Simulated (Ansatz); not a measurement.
Isolated molecules relaxed with PBE0-D4/def2-TZVP in Ansatz; ΔE leaves out vibrations. CBS: MP2 limit from def2 TZ/QZ plus the TZ coupled-cluster correction, frozen cores. DFT in def2-TZVPP. HSE06 is defined as in plane-wave codes. def2 core potentials past Kr. For Ge, In, Se outer-core shells are correlated without core-valence functions, which leaves a few kJ/mol of doubt a bond. Scalar relativity is left out up to krypton. Each species was taken in one conformer, which may not be the lowest.

Reaction (redistribution): `OC(=S)[SeH]` + `[F][InH][GeH3]` → `[GeH3][SeH]` + `O[C](=S)[InH][F]`

Problem. Is it downhill or uphill in electronic energy at CCSD(T)/CBS, and by how much? (Estimate.)

Solution. Computed: Downhill: ΔE = -15.7 kJ/mol.

Problem. What do these levels give: LDA (SPW92), PBE-D4, revPBE-D4, r2SCANh-D4, HSE06-D4, ωB97M-V, revPBE, BHLYP, RPA@PBE/def2-TZVPP, MP2/def2-QZVPP, SCS-MP2/def2-QZVPP, CCSD/CBS(def2)? (An estimate is asked.)

Solution. Computed: LDA (SPW92) -15.3, PBE-D4 -11.9, revPBE-D4 -9.5, r2SCANh-D4 -12.3, HSE06-D4 -10.2, ωB97M-V -13.5, revPBE -9.5, BHLYP -11.0, RPA@PBE/def2-TZVPP -18.6, MP2/def2-QZVPP -13.2, SCS-MP2/def2-QZVPP -13.5, CCSD/CBS(def2) -13.0 kJ/mol.

Largest T1 diagnostic among the species: 0.019.

Leaving LDA and LC-ωPBE aside and taking each functional with its dispersion term where it has one, the values, not all of them listed here, spread over 4.2 kJ/mol, from B2PLYP to revPBE-D4. LDA lies −3.8 kJ/mol from PBE without D4. In def2-TZVPP, CCSD(T) changes the Hartree–Fock value by −8.5 kJ/mol (the triples alone add −2.8 kJ/mol) and MP2 by −5.2 kJ/mol. At CCSD(T), def2-SVP lies +3.2 kJ/mol from the extrapolated value and def2-TZVPP −1.5 kJ/mol.
